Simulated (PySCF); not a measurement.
BH₃, SMILES B. Atoms are numbered in the order given.

```xyz
4

B      0.0000     0.0000     0.0000
H     -1.1894     0.0000     0.0000
H      0.5947    -1.0300     0.0000
H      0.5947     1.0300     0.0000
```

Coordinates come from a B3LYP-D3(BJ)/def2-TZVPD optimisation. The isomer is the one that the SMILES or the coordinates give; other isomers of the formula were not compared.

Two levels are set side by side: PBE/pcSseg-2 (PySCF) and HF/pcSseg-2 (PySCF). GIAO shifts against BF3 (¹¹B), TMS (¹H) at the same level; non-relativistic, no solvent, atoms listed together averaged. Differences are taken from unrounded values.

```json
[
 {"quantity": "δ(¹¹B) of B1 (ppm)", "HF": "72.4"},
 {"quantity": "δ(¹H) of H2, H3, H4 (ppm)", "HF": "7.48"}
]
```

Problem. What does PBE give, and how far is it from HF? (The exact figures need the calculation; the answer reports its results.)

Solution. 
```
quantity                    PBE  PBE minus HF
-------------------------  ----  ------------
δ(¹¹B) of B1 (ppm)         90.0          17.5
δ(¹H) of H2, H3, H4 (ppm)  8.60          1.12
```

Rough cost on one machine, each run with all the roots and properties that it gave: HF against PBE within a factor of 2.
